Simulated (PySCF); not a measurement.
Ti²⁺: interval between two levels

Ti²⁺ [Ar] 3d2 [3F4, M_J = 4] → Ti²⁺ [Ar] 3d1 4s1 [3D3, M_J = 3], as a difference of total energies. Computed with PySCF 2.14 in x2c-TZVPall-2c (6s7p4d1f, 54 functions), with the two-component X2C-1e Hamiltonian. Correlated levels: [Ne] frozen; the 6 highest virtual spinors dropped. "Screened" scales the spin-orbit matrix elements by Boettger's factors to mimic the two-electron term; Breit and QED terms are absent.

| method | interval between two levels (cm⁻¹) |
| --- | --- |
| GHF (spin-free) | 36951 |
| GMP2 (spin-free) | 35225 |
| GHF (screened spin-orbit) | 36910 |
| GMP2 (screened spin-orbit) | 35181 |

The labels give the starting determinants; with spin-orbit coupling the two ends relaxed to ⟨J²⟩ = 20.00, ⟨L²⟩ = 12.00, ⟨S²⟩ = 2.00 and ⟨J²⟩ = 12.00, ⟨L²⟩ = 6.00, ⟨S²⟩ = 2.00.
